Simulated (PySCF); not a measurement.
C2H11FSi3, SMILES [SiH2]([SiH2]CC[SiH3])F. Atoms are numbered in the order given.

```xyz
17

F      2.5312     1.8233    -0.1168
Si     2.6763     0.2040     0.0684
Si     0.5247    -0.6487     0.4278
C     -0.6026    -0.0638    -0.9778
C     -2.0318    -0.6183    -0.9861
Si    -3.1238    -0.1472     0.4851
H      3.6111    -0.0495     1.2048
H      3.2828    -0.3395    -1.1851
H      0.0312    -0.1734     1.7583
H      0.5938    -2.1459     0.4680
H     -0.6085     1.0399    -0.9373
H     -0.0899    -0.3202    -1.9221
H     -2.0207    -1.7205    -1.0516
H     -2.5616    -0.2738    -1.8920
H     -3.0728     1.3307     0.7140
H     -2.6850    -0.8331     1.7389
H     -4.5365    -0.5455     0.2005
```
Charge 0, spin multiplicity 1.

The structure is a stationary point at PBE0-D3(BJ)/def2-SVP. The structure was generated by enumeration, and PubChem lists no compound with its InChIKey, so it may never have been made. One conformer was computed; it need not be the lowest.

Method: SMD-B3LYP/6-31G* run with PySCF.

Solvation free energies are E(SMD) − E(gas) at the gas-phase geometry, for 1 M in both phases. In vacuum the dipole moment is 1.66 D.

Problem. Rank water, dimethylsulfoxide, N,N-dimethylformamide by solvation free energy, most negative first.

Solution. N,N-dimethylformamide (-1.9 kcal/mol), dimethylsulfoxide (-1.1 kcal/mol), water (2.7 kcal/mol)
